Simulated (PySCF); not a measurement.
C₈H₉O (doublet state).
Numbering: `[CH2:1][c:2]1[cH:3][cH:4][cH:5][c:6]([O:7][CH3:8])[cH:9]1` (hydrogens: H10, H11 on C1; H12 on C3; H13 on C4; H14 on C5; H15, H16, H17 on C8; H18 on C9)

Cartesian coordinates in Å at the GFN2-xTB level; atoms count from 1:
```
atom  x, y, z in Å
C1     2.0237   -1.8252   -0.0630
C2     1.3461   -0.6248   -0.0476
C3     2.0444    0.6137   -0.0342
C4     1.3580    1.8023   -0.0177
C5    -0.0290    1.8217   -0.0149
C6    -0.7490    0.6160   -0.0276
O7    -2.1061    0.7538   -0.0221
C8    -2.8957   -0.4091   -0.0272
C9    -0.0771   -0.5849   -0.0436
H10    3.0981   -1.8547   -0.0643
H11    1.5013   -2.7648   -0.0735
H12    3.1236    0.6007   -0.0372
H13    1.8974    2.7382   -0.0058
H14   -0.5798    2.7480   -0.0025
H15   -2.7129   -1.0225    0.8614
H16   -2.7194   -1.0104   -0.9252
H17   -3.9291   -0.0656   -0.0212
H18   -0.6033   -1.5264   -0.0522
```

The hyperfine couplings belong to this conformer and change with its torsions.

The calculation used UKS B3LYP, pcH-1 on C H O, non-relativistic, mean-field spin-orbit, GIAO (PySCF). Isolated species at its GFN2-xTB geometry (one conformer only). A GFN2-xTB geometry isn't a minimum of the functional, and hyperfine couplings can be far from their values at a DFT geometry. Stability of the SCF solution: not tested. ⟨S²⟩ is 0.781 where a pure state has 0.75.

Give the principal g shifts and their parts.

```csv
Δg (ppm),1,2,3
relativistic mass correction,-137,-137,-137
gauge correction,-2,29,30
orbital Zeeman/spin–orbit,2,483,576
total,-137,375,469
```

So g = 2.00218, 2.00269, 2.00279 and g_iso = 2.00256; the tensor is rhombic: the two nearest values differ by 16 % of g3 − g1. Axes: g2 points within 4° of the C1–H11 bond.

At 9.557 GHz, how far is the centre of the isotropic spectrum from where a free electron (g = 2.002319) resonates?

B = hν/(g μB) with μB/h = 13.99624 MHz/mT gives 341.02 mT for the free electron and 340.98 mT at g_iso, 0.04 mT lower.

What are the electron Larmor frequencies g μB B/h along the three axes at 1200 mT?

33.6276, 33.6362, 33.6378 GHz for g1, g2 and g3, a range of 10.2 MHz.

Average each term over the three axes. Which is largest in size?

The orbital-Zeeman/spin–orbit term 354, the mass correction -137 and the gauge correction 19 ppm, for a total of 236 ppm. The orbital-Zeeman/spin–orbit term is the largest in size. The mass correction is the same along every axis, so the anisotropy comes from the other two: their spans along these axes are 32 (gauge) and 574 ppm (orbital Zeeman/spin–orbit).

In a frozen sample, at which fields do the three g values resonate at 9.5, 34, 94 and 263 GHz (hyperfine left aside), and which band first spreads them over more than twice a line width of 1.0 mT?

```tsv
band	GHz	B(g3) mT	B(g2) mT	B(g1) mT	spread mT
X	9.5	338.90	338.92	339.01	0.10
Q	34.0	1212.92	1212.98	1213.29	0.37
W	94.0	3353.37	3353.53	3354.38	1.01
J	263.0	9382.30	9382.74	9385.14	2.84
```

The spread grows in proportion to the frequency. J band is the first where it exceeds 2.0 mT.

The largest Mulliken spin populations are on C1 (+0.74), C5 (+0.31), C3 (+0.28) and C9 (+0.22). Four atoms exceed +0.15. The positive populations add up to 1.56 and the negative ones to -0.56, together 2S = 1. The angles at C1 add up to 360.0°, so it is planar; its axial dipolar tensor and the negative couplings of its protons fit spin in a p orbital normal to that plane.

The HOMO–LUMO gaps are 5.03 eV among the α and 3.77 eV among the β orbitals.
